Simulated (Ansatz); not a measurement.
Basis sets compared for the cluster Ge₆Te₆. Charge 0, multiplicity 1. Geometry PBE-D4/def2-SVP. Ansatz on 2 threads of AMD EPYC 7R13 on a shared host and a share (18 GiB) of an NVIDIA H100 80GB HBM3; times are rough, and most runs start from earlier orbitals.

| atom | x (Å) | y (Å) | z (Å) |
| --- | --- | --- | --- |
| Ge1 | -1.403 | -0.553 | -1.442 |
| Ge2 | 2.473 | 1.620 | -0.297 |
| Ge3 | -1.670 | 0.328 | 2.817 |
| Ge4 | 1.924 | -1.537 | -1.895 |
| Ge5 | -1.471 | 2.711 | 1.681 |
| Ge6 | 0.439 | -1.334 | 2.480 |
| Te7 | 0.622 | 0.985 | -2.267 |
| Te8 | -0.126 | -2.358 | 0.072 |
| Te9 | -2.875 | 0.710 | 0.412 |
| Te10 | 0.935 | 1.382 | 2.079 |
| Te11 | -2.705 | -1.336 | -3.342 |
| Te12 | 3.856 | -0.618 | -0.299 |

In the def2 sets Te takes a core potential; there is no spin–orbit coupling. Single mean-field runs in def2-TZVP are fitted with def2-universal-jkfit. The restricted singlet is unstable towards broken spin symmetry in Hartree–Fock (as tested in another run); at PBE-D4/def2-TZVP, PBE0-D4/def2-SVP, PBE0-D4/def2-TZVP this wasn't settled. Another isomer (singlet) lies 0.93 eV lower at PBE0-D4/def2-TZVP; other spin states weren't run for this one.

Binding counts from free atoms (Ge triplet, Te triplet) in the same basis, without a counterpoise term.

```tsv
level	functions	energy (Eh)	HOMO (eV)	LUMO (eV)	binding per atom (eV)	wall time
PBE-D4/def2-SVP	348	-14067.1486	-4.81	-4.33	3.00	3.2 s
PBE0-D4/def2-SVP	348	-14067.5236	-5.58	-4.01	2.81	6 s
```

(1) Estimate the rows for PBE-D4/def2-TZVP (with forces), PBE0-D4/def2-TZVP.

Results:

(1) 
| level | functions | energy (Eh) | HOMO (eV) | LUMO (eV) | binding per atom (eV) | wall time |
| --- | --- | --- | --- | --- | --- | --- |
| PBE-D4/def2-TZVP (with forces) | 588 | -14068.7767 | -4.83 | -4.31 | 3.01 | 5.5 s |
| PBE0-D4/def2-TZVP | 588 | -14069.1489 | -5.57 | -3.94 | 2.83 | 6 s |
